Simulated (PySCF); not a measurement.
GeH₄O₄.

```xyz
9

O     -1.0727     1.0337     0.9308
Ge     0.0000     0.0000     0.0000
O      1.0727    -1.0337     0.9308
O     -1.0337    -1.0727    -0.9308
O      1.0337     1.0727    -0.9308
H     -1.8984     0.5903     1.1602
H      1.8984    -0.5903     1.1602
H     -0.5903    -1.8984    -1.1602
H      0.5903     1.8984    -1.1602
```

The structure is a stationary point at ωB97X-D3(BJ)/def2-SVP. The isomer is the one that the SMILES or the coordinates give; other isomers of the formula were not compared. One conformer was computed; it need not be the lowest.

These are HF/pcSseg-1 run with PySCF values and carry that method's errors. Non-relativistic, no solvent.

Question: Give the absolute GIAO shielding of each atom: isotropic value and principal components (ppm). (The exact figures need the calculation; the answer reports its results.)

Answer: 
| atom | σ(iso) | σ11 | σ22 | σ33 | span |
|---|---|---|---|---|---|
| O1 | 316.8 | 294.1 | 314.3 | 341.9 | 47.8 |
| Ge2 | 1538.8 | 1531.1 | 1531.1 | 1554.2 | 23.2 |
| O3 | 316.8 | 294.1 | 314.3 | 341.9 | 47.8 |
| O4 | 316.8 | 294.1 | 314.3 | 341.9 | 47.8 |
| O5 | 316.8 | 294.1 | 314.3 | 341.9 | 47.8 |
| H6 | 29.9 | 19.9 | 24.1 | 45.5 | 25.6 |
| H7 | 29.9 | 19.9 | 24.1 | 45.5 | 25.6 |
| H8 | 29.9 | 19.9 | 24.1 | 45.5 | 25.6 |
| H9 | 29.9 | 19.9 | 24.1 | 45.5 | 25.6 |
